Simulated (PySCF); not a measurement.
SnOF, doublet: structure and spectrum

Level of theory: UPBE0 in PySCF with Sn def2-TZVP with ECP28, O def2-TZVP, F def2-TZVP; scalar-relativistic core potentials, no spin–orbit coupling; density-fitted integrals.

The structure is a minimum.

| Item | Value |
| --- | --- |
| Point group | Cs |
| Bond lengths | Sn–F 1.935 Å, Sn–O 1.994 Å |
| Bond angles | F–Sn–O 95.2° |
| Zero-point energy | 7.8 kJ/mol |
| Lowest empty level (β) | -4.16 eV |
| Spin squared ⟨S²⟩ | 0.756 |
| Principal quadrupole moments (Buckingham, traceless) about the centre of mass | -6.04, -1.49, 7.53 D Å |
| Rotational symmetry number | 1 |
| Rotational constants | 0.3578, 0.2288, 0.1396 cm⁻¹ |
| Entropy at 298.15 K and 1 bar (electronic part: spin only) | 295.1 J/(mol K) |
| Enthalpy at 298.15 K above 0 K | 12.51 kJ/mol |
| Atomisation energy without zero-point energy | 815 kJ/mol |
| Highest occupied level (β) | -8.15 eV |
| Dipole moment | 3.37 D |
| Heat capacity Cp at 298.15 K | 50.3 J/(mol K) |
| Principal polarisabilities | 33.5, 36.3, 49.3 bohr³ |

Harmonic modes (masses in u: Sn 119.902, O 15.995, F 18.998):
| symmetry | ω (cm⁻¹) | IR (km/mol) | μ (u) | type |
| --- | --- | --- | --- | --- |
| a' | 151 | 13.9 | 19.17 | bend |
| a' | 557 | 33.2 | 17.80 | stretch |
| a' | 594 | 103 | 21.33 | stretch |

Charges (e):
```
atom  Mulliken  Löwdin  polar tensor  spin (Mulliken)  Mayer order to Sn1
 Sn1      0.89    0.53          1.04            -0.01                   –
  O2     -0.41   -0.24         -0.43             1.00                1.00
  F3     -0.49   -0.29         -0.61             0.02                0.83
```

Mulliken populations on Sn1 (electrons outside its core potential): s 3.87, p 7.00, d 10.16, f 0.08.

Outer orbital energies (eV). α occupied: -26.30, -13.84, -11.74, -11.15, -11.03, -10.46, -9.59, -8.39; empty: -2.63, -0.72, 0.02, 2.83. β occupied: -28.75, -24.27, -13.64, -11.04, -11.01, -10.48, -8.83, -8.15; empty: -4.16, -2.57, -0.36, 0.15.

Other isomers or separated fragments may lie lower. No spin–orbit coupling is included, which matters more the heavier the element.

The final relaxation and frequency run took 42 s on 4 threads of a shared Arm Neoverse V2 host, with 112 basis functions and 15 gradients; the process peaked at 0.98 GiB. Launch command: `OMP_NUM_THREADS=4 python axn.py task.json out`.
